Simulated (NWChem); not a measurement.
System: CH$_{4}$BFOS; SMILES OB(SC)F

NWChem input:

```
start job
memory heap 200 mb stack 900 mb global 1100 mb
geometry units angstroms noautoz
  B     -0.060928     0.820676     0.000038
  F      0.666803     1.940900    -0.000289
  O     -1.410390     0.884545     0.000187
  H     -1.734101     1.792739     0.000020
  S      0.812307    -0.757388     0.000320
  C     -0.579822    -1.924394     0.000612
  H     -1.201401    -1.794567     0.895863
  H     -0.148115    -2.933647     0.001877
  H     -1.200255    -1.796377    -0.895702
end
basis spherical
  B library 6-31g*
  F library 6-31g*
  O library 6-31g*
  H library 6-31g*
  S library 6-31g*
  C library 6-31g*
end
dft
  xc scan
  grid xcoarse
  iterations 150
  mulliken
end
task dft gradient
```

Output (shortened):

```
             Northwest Computational Chemistry Package (NWChem) 7.3.0
             --------------------------------------------------------

 CS  symmetry detected

                             Geometry "geometry" -> ""
                             -------------------------

 Output coordinates in angstroms (scale by  1.889725989 to convert to a.u.)

  No.       Tag          Charge          X              Y              Z
 ---- ---------------- ---------- -------------- -------------- --------------
    1 B                    5.0000    -0.04631845     0.81588325     0.00000000
    2 F                    9.0000     0.69136442     1.92957903     0.00000000
    3 O                    8.0000    -1.39515785     0.89177285     0.00000000
    4 H                    1.0000    -1.71076436     1.80281496     0.00000000
    5 S                   16.0000     0.81282196    -0.76989832     0.00000000
    6 C                    6.0000    -0.58964935    -1.92445472     0.00000000
    7 H                    1.0000    -1.20948200    -1.79000481     0.89578261
    8 H                    1.0000    -0.16695163    -2.93751424     0.00000000
    9 H                    1.0000    -1.20948200    -1.79000481    -0.89578261

 Effective nuclear repulsion energy (a.u.)     216.4595197915

      Symmetry information
      --------------------

 Group name             Cs
 Group number              2
 Group order               2
 No. of unique centers     8

                                 NWChem DFT Module
                                 -----------------

 Summary of "ao basis" -> "ao basis" (spherical)
 ------------------------------------------------------------------------------
       Tag                 Description            Shells   Functions and Types
 ---------------- ------------------------------  ------  ---------------------
 B                           6-31g*                  6       14   3s2p1d
 F                           6-31g*                  6       14   3s2p1d
 O                           6-31g*                  6       14   3s2p1d
 H                           6-31g*                  2        2   2s
 S                           6-31g*                  8       18   4s3p1d
 C                           6-31g*                  6       14   3s2p1d

      Symmetry analysis of basis
      --------------------------

        a'         59
        a"         23

            General Information
            -------------------
          SCF calculation type: DFT
          Wavefunction type:  closed shell.
          No. of atoms     :     9
          No. of electrons :    48
           Alpha electrons :    24
            Beta electrons :    24
          Charge           :     0
          Spin multiplicity:     1
          Use of symmetry is: on ; symmetry adaption is: on
          Maximum number of iterations: 150
          AO basis - number of functions:    82
                     number of shells:    40
          Convergence on energy requested:  1.00D-06
          Convergence on density requested:  1.00D-05
          Convergence on gradient requested:  5.00D-04

              XC Information
              --------------
                         SCAN Method XC Functional
                  SCAN metaGGA Exchange Functional  1.000
                        SCAN Correlation Potential  1.000

             Grid Information
             ----------------
          Grid used for XC integration:  xcoarse
          Radial quadrature: Mura-Knowles
          Angular quadrature: Lebedev.
          Tag              B.-S. Rad. Rad. Pts. Rad. Cut. Ang. Pts.
          ---              ---------- --------- --------- ---------
          B                   0.85       21           9.0       194
          F                   0.50       21          11.0       194
          O                   0.60       21          10.0       194
          H                   0.35       21          11.0       194
          S                   1.00       42           9.0       194
          C                   0.70       21          10.0       194
          Grid pruning is: on
          Number of quadrature shells:   189
          Spatial weights used:  Erf1

      Superposition of Atomic Density Guess
      -------------------------------------

 Sum of atomic energies:        -635.76163801

      Non-variational initial energy
      ------------------------------

 Total energy =    -637.715827
 1-e energy   =   -1307.172586
 2-e energy   =     452.997240
 HOMO         =      -0.297364
 LUMO         =       0.072644

      Symmetry analysis of molecular orbitals - initial
      -------------------------------------------------

  Numbering of irreducible representations:

     1 a'          2 a"

  Orbital symmetries:

[...]

                         DFT ENERGY GRADIENTS

    atom               coordinates                        gradient
                 x          y          z           x          y          z
   1 B      -0.087529   1.541796   0.000000   -0.003342   0.000532   0.000000
   2 F       1.306489   3.646376   0.000000   -0.001729  -0.001491   0.000000
   3 O      -2.636466   1.685206   0.000000    0.005164   0.010067   0.000000
   4 H      -3.232876   3.406826   0.000000    0.000440  -0.007390   0.000000
   5 S       1.536011  -1.454897   0.000000   -0.001201  -0.000872   0.000000
   6 C      -1.114276  -3.636692   0.000000    0.001078   0.000032   0.000000
   7 H      -2.285590  -3.382619   1.692784   -0.001082   0.000839   0.002622
   8 H      -0.315493  -5.551097   0.000000    0.001754  -0.002557   0.000000
   9 H      -2.285590  -3.382619  -1.692784   -0.001082   0.000839  -0.002622
```

Level: SCAN/6-31G* (spherical d). All runs use the structure optimised with PBE0/def2-SVP.
